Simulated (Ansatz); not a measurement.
Born–Oppenheimer molecular dynamics of AlF$_{2}$H$_{5}$Si$_{2}$ (10 atoms, charge 0, multiplicity 1). It starts at the highest image of a converged band, a first-order saddle point between two minima.

All numbers below come from Ansatz 0.2.0, RKS PBE0/def2-SVP.

```
ensemble                      : NVE (velocity Verlet)
time step                     : 0.5 fs
steps asked                   : 200
starting velocities drawn for : 100 K
seed                          : 11486
```

First frame:

```xyz
10
Properties=species:S:1:pos:R:3
F 0.137 2.579 0.981
Si 0.857 1.198 1.414
Al -0.368 -0.929 0.754
F 0.580 -2.174 1.384
Si -0.388 -0.568 -1.681
H 2.061 1.713 2.175
H -1.624 -0.476 1.649
H -1.529 -1.265 -2.358
H -0.524 0.898 -1.981
H 0.881 -1.028 -2.334
```

Problem. What does the run give?

Solution. The run went to its last step.

* steps done: 200
* time covered: 100 fs
* mean temperature over the second half: 75 K
* spread of the potential energy over the second half: 3.7 meV per atom
* mean potential energy of the second half above the start: 2.5 meV per atom

The conserved energy stayed within 0.016 meV per atom of its start (net change 0.01 meV per atom), so the integration is sound. A run of 0.1 ps of so small a system gives no equilibrium averages. The orbitals stay closed-shell, which can raise the energy where a bond breaks towards radicals; this wasn't checked here.

Problem. What happens to the structure?

Solution. The step under study would form Al3–H7 and break Si2–H7. These pairs go: Al3–H7 1.61 → 1.67 Å, Si2–H7 3.00 → 2.23 Å. In the last frame they stand as after the step (other bonds may differ from the relaxed reactants and products). It ends as one piece, AlF2H5Si2. Pairs count as bonded within 1.25 times the sum of covalent radii (0.12 Å more for H–H). This is one draw of velocities; another would differ in detail.

Problem. How do temperature and energy run in time?

Solution. 
| time (fs) | T (K) | potential energy less start (eV) | conserved less start (meV/atom) |
| --- | --- | --- | --- |
| 0.0 | 100 | 0.000 | 0.00 |
| 3.0 | 84 | 0.017 | 0.01 |
| 6.0 | 72 | 0.029 | 0.01 |
| 9.0 | 57 | 0.044 | 0.01 |
| 12.0 | 37 | 0.065 | 0.02 |
| 15.0 | 44 | 0.058 | 0.00 |
| 18.0 | 40 | 0.062 | 0.01 |
| 21.0 | 46 | 0.056 | 0.01 |
| 24.0 | 56 | 0.045 | 0.00 |
| 27.0 | 52 | 0.050 | 0.01 |
| 30.0 | 62 | 0.039 | 0.00 |
| 33.0 | 61 | 0.041 | 0.01 |
| 36.0 | 63 | 0.038 | 0.01 |
| 39.0 | 64 | 0.037 | 0.00 |
| 42.0 | 49 | 0.053 | 0.01 |
| 45.0 | 48 | 0.054 | 0.01 |
| 48.0 | 41 | 0.062 | 0.01 |
| 51.0 | 41 | 0.061 | 0.01 |
| 54.0 | 54 | 0.047 | 0.00 |
| 57.0 | 54 | 0.048 | 0.01 |
| 60.0 | 59 | 0.042 | 0.01 |
| 63.0 | 55 | 0.047 | 0.01 |
| 66.0 | 47 | 0.055 | 0.01 |
| 69.0 | 53 | 0.048 | 0.01 |
| 72.0 | 54 | 0.047 | 0.01 |
| 75.0 | 63 | 0.038 | 0.01 |
| 78.0 | 69 | 0.032 | 0.01 |
| 81.0 | 69 | 0.032 | 0.01 |
| 84.0 | 73 | 0.028 | 0.01 |
| 87.0 | 74 | 0.027 | 0.01 |
| 90.0 | 87 | 0.014 | 0.01 |
| 93.0 | 110 | -0.010 | 0.01 |
| 96.0 | 140 | -0.041 | 0.01 |
| 99.0 | 186 | -0.089 | 0.01 |

Run time: 9.5 min on 2 threads of Arm Neoverse V1, on a shared host, peak memory 0.23 GiB.
